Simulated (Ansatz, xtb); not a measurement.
**ClH3Si3+: which of two structures lies lower**

Structure I is the doublet with the links of `Cl[Si]1[SiH+][SiH2]1` and structure II is a doublet given by its coordinates. Both are isolated ions in the gas phase, relaxed with PBE0-D3(BJ)/def2-SVP.

I (Å):

```xyz
7

Cl   -0.2646   -2.8747   -2.7152
Si   -1.0617   -1.8606   -1.1869
Si   -2.0801   -0.0381   -0.4770
Si   -1.5691   -1.7538    1.0875
H    -2.6745    1.3067   -0.7254
H    -0.4614   -1.5182    2.0551
H    -2.6881   -2.5881    1.6076
```

II (Å):

```xyz
7

Cl    0.8685   -1.3639   -0.2797
Si   -2.6594   -0.3973   -0.3792
Si   -2.6447   -2.5779   -1.0375
Si   -0.7793   -2.3914    0.2737
H    -1.5986    0.5971   -0.7031
H    -3.8736    0.1875    0.2526
H    -0.5434   -3.1638    1.5216
```

Close contacts (Å): Cl1–Si4 2.02, Si2–Si3 2.28, Si2–Si4 2.82, Si3–Si4 2.29, Si2–H5 1.49, Si2–H6 1.49, Si4–H7 1.49.

**Question.** Estimate which is lower in electronic energy at CCSD(T)/def2-SVP, and by roughly how much.

**Answer.** The CCSD(T)/def2-SVP calculation puts structure II lower, by 6.57 kJ/mol.

How the difference moves with the method:

| level | geometry | E(II) − E(I) (kJ/mol) | departure from the last row (kJ/mol) | job, with rough time for the two |
| --- | --- | --- | --- | --- |
| PBE0-D3(BJ)/def2-SVP | PBE0-D3(BJ)/def2-SVP | +3.86 | +10.43 | optimisation, 82 s |
| HF/def2-SVP | PBE0-D3(BJ)/def2-SVP | −4.93 | +1.65 | part of the CCSD(T) run |
| MP2/def2-SVP | PBE0-D3(BJ)/def2-SVP | +10.93 | +17.50 | part of the CCSD(T) run |
| CCSD(T)/def2-SVP | PBE0-D3(BJ)/def2-SVP | −6.57 |  | single point, 16 s |

PBE0-D3(BJ)/def2-SVP, MP2/def2-SVP put the two in the other order. The largest departure from CCSD(T)/def2-SVP is that of MP2/def2-SVP, 17.50 kJ/mol. Levels run at GFN2-xTB geometries aren't shown.

With harmonic frequencies from PBE0-D3(BJ)/def2-SVP (ideal gas, rigid rotor, one conformer each, 298.15 K, 1 atm): on the last row, ΔE + ΔZPE = −6.12, ΔH = −5.96, ΔG = −6.55 kJ/mol.

Open shells are spin-unrestricted, with notable spin contamination under HF/def2-SVP, MP2/def2-SVP, CCSD(T)/def2-SVP. The correlated steps freeze 20 core orbitals. Mirror images aren't counted in ΔG. Run with Ansatz 0.2.0; the last row on 2 threads of AMD EPYC 7R43 64-Core Processor (Zen 3) on a shared host.
